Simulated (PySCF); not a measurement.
## Relaxation of singlet SnHCl

Method: PBE0/[Sn def2-TZVP with ECP28, H def2-TZVP, Cl def2-TZVP], scalar-relativistic core potentials, density fitting, no spin–orbit coupling, PySCF. A (50,194) grid was used.

A start displaced from a saddle point along its imaginary mode, of Cs symmetry, held to at least that symmetry:

Coordinates in bohr (charge 0 multiplicity 1):
```
Sn   -0.0031    0.0011   -1.0932
H     0.2130   -0.0779   -4.7622
Cl    0.0045   -0.0017    3.8855
```

Q: What forces act on the atoms at the start (eV/Å)?

A: 
```
atom     Fx     Fy     Fz
 Sn1  -0.58   0.21  -0.01
  H2   0.33  -0.12   0.06
 Cl3   0.25  -0.09  -0.06
```

Q: What does it relax to?

A: It ends at Cs with Sn–Cl 2.370 Å, Sn–H 1.779 Å; Cl–Sn–H 93.3° (after a last refinement on a finer grid). A frequency run shows a minimum. Other isomers or separated fragments may lie lower.

Q: How much energy is released, and in how many steps?

A: 226.6 kJ/mol in 9 steps.

The relaxation took 12 s on 2 threads of a shared Arm Neoverse V2 host, with 93 basis functions and 10 gradients; the process peaked at 0.84 GiB.
